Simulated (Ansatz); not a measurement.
One change: `[CH3][GeH]([CH3])[C]#N` becomes `[CH3][GeH2][CH3]`.

Ansatz, PBE0-D4/def2-TZVP geometries, multiplicity 1. 

Scalar relativity is left out up to krypton.

| property | `[CH3][GeH]([CH3])[C]#N` |
| --- | --- |
| HOMO–LUMO gap (ωB97M-V/def2-TZVPP) / eV | 13.08 |
| HOMO–LUMO gap (B3LYP/def2-TZVPP) / eV | 8.61 |
| LUMO energy (B3LYP/def2-TZVPP) / eV | -0.18 |
| HOMO energy (B3LYP/def2-TZVPP) / eV | -8.79 |
| size of the dipole moment (PBE/def2-TZVPP) / D | 4.46 |
| HOMO–LUMO gap (PBE0/def2-TZVPP) / eV | 9.10 |

**Question.** What does the change do to each property? (Estimate.)

**Answer.** The calculation gave: 
| property | `[CH3][GeH2][CH3]` | shift |
| --- | --- | --- |
| HOMO–LUMO gap (ωB97M-V/def2-TZVPP) / eV | 13.29 | 0.21 |
| HOMO–LUMO gap (B3LYP/def2-TZVPP) / eV | 9.09 | 0.48 |
| LUMO energy (B3LYP/def2-TZVPP) / eV | 0.79 | 0.97 |
| HOMO energy (B3LYP/def2-TZVPP) / eV | -8.29 | 0.50 |
| size of the dipole moment (PBE/def2-TZVPP) / D | 0.72 | -3.74 |
| HOMO–LUMO gap (PBE0/def2-TZVPP) / eV | 9.64 | 0.54 |

With PBE0 the HOMO rises by 0.50 eV and the LUMO rises by 1.04 eV, so the gap widens by about 0.54 eV. PBE moves the HOMO by 0.48 eV and ωB97M-V by 0.50 eV. The zero-point energy changes by -2.7 kJ/mol with -3 modes. Dipoles are sizes alone; their direction can turn.

B3LYP here is the variant with VWN-RPA as its local correlation; programs differ in this.
